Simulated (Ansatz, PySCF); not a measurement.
Process, species as SMILES: CO[SiH3] [methoxysilane] -> CO[SiH2-] + H+
Each molecule is optimised on its own at B3LYP-D3(BJ)/def2-TZVP (Ansatz, a program for electronic structure), one conformer each, not searched for the lowest. Frequencies are from Ansatz or PySCF.

Property: gas-phase deprotonation energy (enthalpy at 298 K, with B3LYP-D3(BJ) rigid-rotor harmonic-oscillator terms), in kcal/mol. Valence correlation only, unless marked. Spin-orbit coupling is left out. No relativistic terms. Anions need diffuse functions: aug- sets have them; def2-D sets add few; the other sets have none. Basis-set limits of correlation are two-point, X^-3; Hartree-Fock from the larger set.

Level to compare with: CCSD(T)/CBS(aug-cc-pV(T+d)Z,aug-cc-pV(Q+d)Z) (Ansatz), 376.1 kcal/mol. It is a level with limits of its own, and the differences hold the functionals' basis error too.

Problem. Rank these functionals by how close they come to CCSD(T)/CBS(aug-cc-pV(T+d)Z,aug-cc-pV(Q+d)Z), closest first: HSE06/def2-TZVPD (Ansatz); r2SCAN/def2-TZVPD (Ansatz); B97M-V/def2-TZVPD (Ansatz).

Solution. r2SCAN/def2-TZVPD (meta-GGA, 375.2 kcal/mol, difference -0.9), HSE06/def2-TZVPD (screened hybrid, 374.0 kcal/mol, difference -2.1), B97M-V/def2-TZVPD (meta-GGA with VV10, 371.1 kcal/mol, difference -5.0)
